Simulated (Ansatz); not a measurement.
Computed with Ansatz on PBE0-D4/def2-TZVP structures; ΔE is electronic, products minus reactants. CCSD(T)/CBS is the MP2 limit (def2-TZVPP, def2-QZVPP) plus CCSD(T) − MP2 in def2-TZVPP, frozen cores. This one scheme is used for every species. Functionals use def2-TZVPP. One conformer a species, not always the lowest.

Reaction (cleavage of the Si–B bond): `B[SiH](Cl)BN` + H–F → `B[SiH](F)Cl` + `BN`

CCSD(T)/CBS gives -136.4 kJ/mol.

Another level gave -136.0 kJ/mol. Which?
A. ωB97M-V/def2-TZVPP
B. PBE-QIDH/def2-TZVPP
C. HF/def2-TZVPP
D. PBE-D4/def2-TZVPP

B. PBE-QIDH -136.0, ωB97M-V -143.8, PBE-D4 -118.3, HF/def2-TZVPP -174.9 kJ/mol.

Largest T1 diagnostic among the species: 0.013.

At CCSD(T), def2-SVP lies +7.1 kJ/mol from the extrapolated value and def2-TZVPP −1.1 kJ/mol. From BLYP to BHLYP (50 % exact exchange), in def2-TZVPP and without D4, ΔE moves by −10.6 kJ/mol.
